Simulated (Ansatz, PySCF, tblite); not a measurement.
Bond stretch in SMILES F[SiH3] (H3FSi). The Si1–F5 bond (Si1 also carries H, H, H; F5 carries nothing else) is varied alone, starting from the PBE0/def2-TZVP optimised geometry. Each curve is given relative to its own lowest point near equilibrium.

```tsv
R / Å	A	B	C	D
1.28	159.5	133.6	131.1	188.2
1.35	75.4	70.6	68.7	107.9
1.43	26.5	28.4	27.1	50.3
1.53	3.3	4.5	4.0	13.0
1.58	0.2	0.5	0.4	4.3
1.60	0.0	0.0	0.0	2.2
1.64	0.9	0.5	0.7	0.0
1.70	4.5	4.2	4.9	0.8
1.75	8.9	9.5	10.4	4.3
1.85	20.1	23.7	25.2	16.6
2.00	39.0	50.1	52.3	42.4
2.17	60.8	82.1	84.7	74.7
2.44	93.7	138.3	132.6	149.8
2.67	117.9	—	167.2	173.8
2.83	131.7	—	187.8	181.7
3.22	155.2	—	226.9	190.5
3.51	165.4	—	246.9	193.1
3.88	—	—	—	194.8
4.31	—	—	—	195.6
4.72	—	—	—	195.8
5.58	—	—	—	195.8
```

Energies in mEh.

Task: Which curve belongs to which method? The methods are GFN2-xTB, 300 K electronic temperature run with tblite 0.5.0; CCSD on RHF/cc-pVTZ, frozen core (Ansatz, a quantum-chemistry and plane-wave program); MP2 on UHF/cc-pVTZ, frozen core (Ansatz); unrestricted MP2 (frozen core)/3-21G (PySCF 2.14.0).

Result: A is GFN2-xTB; B is UMP2; C is RCCSD; D is UMP2/3-21G.

A dash means that the run gave no value there, or that the column was ended at a point which the program doubted or which failed a test of continuity chosen for this set; such a test can also cut sound points.

The unrestricted determinant behind UMP2/3-21G, UMP2 is spin-contaminated at 2.44 to 5.58 Å (<S²> up to 1.0, against 0.00 for a pure singlet). The T1 diagnostic of CCSD on the restricted reference of RCCSD exceeds 0.045 at 2.83 to 5.58 Å.
